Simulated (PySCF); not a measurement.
**Bi: ionisation energy**

Bi [Xe] 4f14 5d10 6s2 6p3 (4S) → Bi+ [Xe] 4f14 5d10 6s2 6p2 (3P), as a difference of total energies. All numbers are calculated (PySCF 2.14, a scalar-relativistic core potential, in aug-cc-pVTZ-PP with one added diffuse shell each of d, f type with ECP60MDF (6s5p5d3f, 67 functions)). Correlated levels: valence: 5s2 5p6 5d10 frozen. The calculations carry no spin-orbit coupling.

| method | ionisation energy (eV) |
| --- | --- |
| UHF | 8.219 |
| LDA | 8.761 |
| PBE | 8.576 |
| PBE0 | 8.648 |
| r2SCAN | 8.767 |
| B97-3 | 8.422 |
| MN15 | 8.660 |
| wB97M-V | 8.529 |
| PW91 | 8.637 |
| MP2 (valence) | 8.571 |
| SCS-MP2 (valence) | 8.456 |

Task: How much does correlation contribute at MP2 (valence)?

Result: 8.571 − (8.219) = 0.352 eV, measured against UHF.

Spin-orbit coupling is strong in these open shells (close to jj coupling). The scalar numbers leave it out and a first-order estimate fails, so it can dominate the gap to the real levels.

Errors of the correlated levels include the incompleteness of this basis and the frozen core.

For comparison: 7.286 eV (measured; NIST Atomic Spectra Database, ionization energies).
